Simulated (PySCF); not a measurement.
Computed shifts of a molecule C2H6ClFOSi, PBE/pcSseg-1 run with PySCF, GIAO, gas phase, equivalent atoms averaged, in ppm (number of nuclei): ¹³C: 12.9 (1), 10.4 (1). ²⁹Si: -7.4 (1). ¹⁹F: -139.7 (1). ¹H: 2.73 (1), 1.38 (3), 1.27 (1), 1.02 (1). References: ¹³C against TMS (σ = 182.0 ppm); ²⁹Si against TMS (σ = 335.4 ppm); ¹⁷O against H2O (σ = 334.3 ppm); ¹⁹F against CFCl3 (σ = 133.6 ppm); ³⁵Cl against HCl (σ = 936.5 ppm); ¹H against TMS (σ = 31.49 ppm), references at their B3LYP-D3(BJ)/def2-TZVP geometries, non-relativistic (without spin–orbit terms, shifts of atoms bonded to Cl or Br come out too high). Coordinates come from a B3LYP-D3(BJ)/def2-SVP optimisation. The values are those of a single conformer.

Q: Identify the compound among the candidates.
A) O[Si@@H](F)CCCl
B) CC[Si](O)(F)Cl
C) OCC[Si@@H](F)Cl
D) O[SiH2]C[C@@H](F)Cl

A: B, CC[Si](O)(F)Cl
